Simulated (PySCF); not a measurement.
Relaxation of singlet I(OH)3

All numbers come from PBE0 in PySCF with I def2-SVP with ECP28, O def2-SVP, H def2-SVP; scalar-relativistic core potentials, no spin–orbit coupling; density-fitted integrals. A (50,194) grid was used.

A hand-made trigonal planar (heavy-atom frame) start, of C3h symmetry, held to at least that symmetry:

Coordinates in bohr (charge 0 multiplicity 1):
```
I     0.0000    0.0000    0.0000
O     3.7039    0.0000    0.0000
O    -1.8519    3.2076    0.0000
O    -1.8519   -3.2076    0.0000
H     4.8700   -1.3897    0.0000
H    -1.2315    4.9124    0.0000
H    -3.6385   -3.5227    0.0000
```

Question: What does it relax to?

Answer: It ends at C3h with I–O 2.100 Å (×3), O–H 0.970 Å (×3); H–O–I 109.3° (×3), O–I–O 120.0° (×3). A frequency run shows 5 imaginary modes, down to 563i cm⁻¹, so it is a higher-order saddle point.

Question: How much energy is released, and in how many steps?

Answer: 53.4 kJ/mol in 7 steps.

The relaxation took of the order of 40 core-seconds on a shared host.
